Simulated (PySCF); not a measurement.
# What a mistake does to a calculation on AlB3H5

These are calculations, not measurements. The program is PySCF 2.14.0, an open-source quantum chemistry code, run on an isolated molecule that a program drew, which may never have been made. The molecule is AlB3H5 (charge 0, doublet), drawn as the SMILES string `B[B](B)[AlH]`.

Each row is a Hartree-Fock (HF) and frozen-core CCSD(T) single point in the cc-pV(D+d)Z basis, meant for a local HF minimum. Run 1 is clean. Each other run has one planted mistake out of seven kinds, and not every kind appears here: one electron removed, one electron added, multiplicity raised by two, geometry at a saddle point, minimal basis STO-3G, one bond length entered in bohr, all coordinates scaled. The reference is restricted for singlets and unrestricted otherwise, and also for a bond in bohr. Adding or removing an electron swaps singlet and doublet. Electrons count all cores. HOMO and LUMO are orbital energies over both spins, the gradient is its largest component, and the lowest frequency (negative if imaginary) is given only where the gradient is small. Bond lengths are over the 8 bonds as drawn. T1 is the CCSD diagnostic: over 0.02 (restricted) or 0.045 (unrestricted) a single reference is doubtful.

Geometry of the clean run:
```xyz
9
AlB3H5, angstrom
B    -2.8045   -0.1936   -2.4325
B    -1.9001   -1.5128   -2.0269
B    -2.0917   -3.0819   -2.5002
Al   -0.2893   -1.1489   -0.6452
H    -3.7321    0.1647   -1.7554
H    -2.5356    0.4637   -3.4040
H    -2.7389   -3.8603   -1.8502
H    -1.5580   -3.4943   -3.4967
H     1.1675   -0.7807   -1.1691
```

| run | electrons | basis functions | <S^2> | HOMO (eV) | LUMO (eV) | gradient (hartree/bohr) | lowest frequency (cm^-1) | mean bond (Å) | longest bond (Å) | T1 | HF (hartree) | CCSD(T) (hartree) | mistake |
|---|---|---|---|---|---|---|---|---|---|---|---|---|---|
| 1 | 33 | 90 | 0.769 | -7.87 | 0.41 | 3.2e-05 | 134 | 1.4822 | 2.153 | 0.0242 | -318.78102 | -319.14121 | no fault |
| 2 | 32 | 90 | 0.000 | -15.55 | -6.36 | 3.4e-02 | - | 1.4822 | 2.153 | 0.0200 | -318.51909 | -318.86903 | one electron removed |
| 3 | 34 | 90 | 0.000 | -0.85 | 5.43 | 3.3e-02 | - | 1.4822 | 2.153 | 0.0338 | -318.78076 | -319.18650 | one electron added |
| 4 | 33 | 90 | 3.782 | -5.95 | -1.88 | 4.6e-02 | - | 1.4822 | 2.153 | 0.0397 | -318.66255 | -319.01158 | ? |

**Which mistake was planted in run 4, and what did it cost?**

Electrons, basis and geometry are unchanged, and <S^2> is 3.782, beside S(S+1) = 3.75 for a multiplicity of 4. So the mistake is: multiplicity raised by two. Subtracting run 1 and multiplying by 627.51 kcal/mol a hartree, the energy moved by 74.3 kcal/mol in HF and 81.3 kcal/mol in CCSD(T).

Cautions from the logs. Run 3: T1 is over the limit, so its CCSD(T) energy is less reliable.
